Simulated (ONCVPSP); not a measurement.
Plane-wave convergence, ONCV potential for gold

```json
{
  "Element": "gold (Au)",
  "Generator": "ONCVPSP 4.0.1",
  "Type": "optimised norm-conserving Vanderbilt (ONCV)",
  "Functional": "PBE",
  "Relativity": "scalar-relativistic",
  "Frozen core": "[Xe] 4f14",
  "Valence charge": "11",
  "Reference configuration": "5d10 6s1",
  "Partial waves": "6s: rc 2.00 bohr, ncon 5, nbas 8, qcut 2.6 1/bohr, 2 projectors, debl 1.7 Ha; p scattering state at 0.03 Ha: rc 2.20 bohr, ncon 3, nbas 7, qcut 4 1/bohr, 2 projectors, debl 0.6 Ha; 5d: rc 2.00 bohr, ncon 3, nbas 7, qcut 9.1 1/bohr, 2 projectors, debl 2 Ha",
  "Local potential": "polynomial inside 1.45 bohr (lpopt 5, dvloc0 0 Ha)",
  "Core correction": "none"
}
```

For each optimised wave give the share of its norm inside rc, the residual kinetic energy above qcut (Ha) and the cutoffs (Ha) for errors of 10, 1, 0.1 and 0.01 mHa per electron.

```csv
wave,norm inside rc,residual KE,10 mHa,1 mHa,0.1 mHa,0.01 mHa
6s,0.207,8.0e-03,3.1,32.6,41.2,46.7
s projector 2,0.228,1.8e-01,25.9,50.9,58.2,64.1
p projector 1,0.109,1.4e-04,0.9,3.3,12.8,47.1
p projector 2,0.139,9.3e-04,4.2,7.8,41.5,75.5
5d,0.763,1.1e-09,16.1,20.9,25.1,28.7
d projector 2,0.109,6.4e-10,15.2,20.3,24.9,28.9
```

The occupied waves need 33 Ha and 41 Ha for 1 and 0.1 mHa. Note: ghosts flagged at negative energy: s at -14.0 eV, p at -278.6 eV, p at -33.4 eV; GHOST(+) flags only above 600 eV. A true bound ghost makes a file unfit for plane-wave use.
